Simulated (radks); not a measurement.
The numbers below are computed, except where a source is named.
Q: Radial electron density D(r) = 4 pi r^2 rho(r) of an atom or ion with 47 electrons. Level of theory: Dirac Kohn-Sham, AM05, spin-unpolarised, spherical densities, finite nucleus; Fermi nuclear charge, rms radius of each element as measured or else 0.836 A^(1/3) + 0.57 fm (a radial shooting solver on a logarithmic mesh with Libxc functionals).

| r (bohr) | D(r) (e/bohr) |
|---|---|
| 0.002422 | 16.62 |
| 0.002753 | 19.98 |
| 0.003104 | 23.62 |
| 0.003528 | 28.06 |
| 0.003977 | 32.76 |
| 0.004521 | 38.32 |
| 0.005138 | 44.42 |
| 0.005793 | 50.52 |
| 0.006584 | 57.30 |
| 0.007483 | 64.12 |
| 0.008437 | 70.30 |
| 0.009589 | 76.31 |
| 0.0109 | 81.35 |
| 0.01229 | 84.86 |
| 0.01397 | 87.00 |
| 0.01587 | 87.36 |
| 0.0179 | 86.16 |
| 0.02034 | 83.63 |
| 0.02312 | 80.55 |
| 0.02607 | 78.09 |
| 0.02963 | 77.03 |
| 0.03367 | 78.58 |
| 0.03796 | 82.87 |
| 0.04315 | 90.19 |
| 0.04865 | 98.48 |
| 0.05529 | 106.8 |
| 0.06284 | 112.2 |
| 0.07085 | 112.8 |
| 0.08053 | 108.3 |
| 0.09153 | 99.98 |
| 0.1032 | 91.84 |
| 0.1173 | 86.48 |
| 0.1333 | 86.92 |
| 0.1503 | 91.88 |
| 0.1708 | 98.01 |
| 0.1942 | 99.31 |
| 0.2189 | 92.51 |
| 0.2488 | 77.18 |
| 0.2828 | 58.70 |
| 0.3188 | 44.94 |
| 0.3624 | 38.52 |
| 0.4118 | 39.95 |
| 0.4643 | 43.78 |
| 0.5278 | 44.90 |
| 0.595 | 40.54 |
| 0.6763 | 31.12 |
| 0.7686 | 20.18 |
| 0.8667 | 11.45 |
| 0.985 | 5.234 |
| 1.119 | 1.967 |
| 1.262 | 0.6509 |
| 1.435 | 0.1613 |
| 1.63 | 0.03156 |
| 1.838 | 0.005450 |
| 2.089 | 0.0006484 |

What is the nuclear charge?

A: Z = 64. The innermost maximum, from 1s, lies near gamma/Z bohr with gamma = sqrt(1 - (Z/c)^2) = 0.884, here 0.0138 bohr (found: 0.0153), and its height grows with Z. The density is that of the gadolinium ion Gd17+ in [Kr] 4d10 4f1; the configuration itself is not fixed sharply by these data, and Z only to a few units. D(r) has 4 maxima, at r = 0.0153, 0.0675, 0.187, 0.511 bohr, and minima at 0.0294, 0.124, 0.374 bohr, inside which lie 2.01, 11.24, 29.14 electrons.
